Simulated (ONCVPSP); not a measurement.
**How hard is this selenium ONCV potential?**

```json
{
  "Element": "Se (Z = 34)",
  "Generator": "ONCVPSP 4.0.1",
  "Type": "optimised norm-conserving Vanderbilt (ONCV)",
  "Functional": "PBE",
  "Relativity": "scalar-relativistic",
  "Frozen core": "[Ne]",
  "Valence charge": "24",
  "Reference configuration": "3s2 3p6 3d10 4s2 4p4",
  "Partial waves": "3s+4s: rc 0.80 bohr, ncon 3, nbas 6, qcut 13.3 1/bohr, 2 projectors; 3p+4p: rc 1.10 bohr, ncon 3, nbas 7, qcut 9.9 1/bohr, 2 projectors; 3d: rc 1.15 bohr, ncon 4, nbas 9, qcut 14.2 1/bohr, 1 projector",
  "Local potential": "polynomial inside 0.50 bohr (lpopt 5, dvloc0 6 Ha)",
  "Core correction": "polynomial model core, fcfact 0.6"
}
```

Task: For each optimised wave give the share of its norm inside rc, the residual kinetic energy above qcut (Ha) and the cutoffs (Ha) for errors of 10, 1, 0.1 and 0.01 mHa per electron.

Result:

```json
{"wave": "3s", "norm inside rc": "0.861", "residual KE": "7.4e-05", "10 mHa": "59.4", "1 mHa": "73.7", "0.1 mHa": "85.8", "0.01 mHa": "not reached"}
{"wave": "4s", "norm inside rc": "0.045", "residual KE": "3.6e-05", "10 mHa": "49.2", "1 mHa": "68.2", "0.1 mHa": "82.3", "0.01 mHa": "124.8"}
{"wave": "3p", "norm inside rc": "0.968", "residual KE": "4.5e-04", "10 mHa": "39.1", "1 mHa": "46.2", "0.1 mHa": "127.3", "0.01 mHa": "not reached"}
{"wave": "4p", "norm inside rc": "0.056", "residual KE": "2.2e-04", "10 mHa": "34.3", "1 mHa": "43.4", "0.1 mHa": "54.2", "0.01 mHa": "155.4"}
{"wave": "3d", "norm inside rc": "0.933", "residual KE": "4.3e-06", "10 mHa": "71.6", "1 mHa": "82.3", "0.1 mHa": "90.7", "0.01 mHa": "97.5"}
```

The occupied waves need 82 Ha and 127 Ha for 1 and 0.1 mHa.
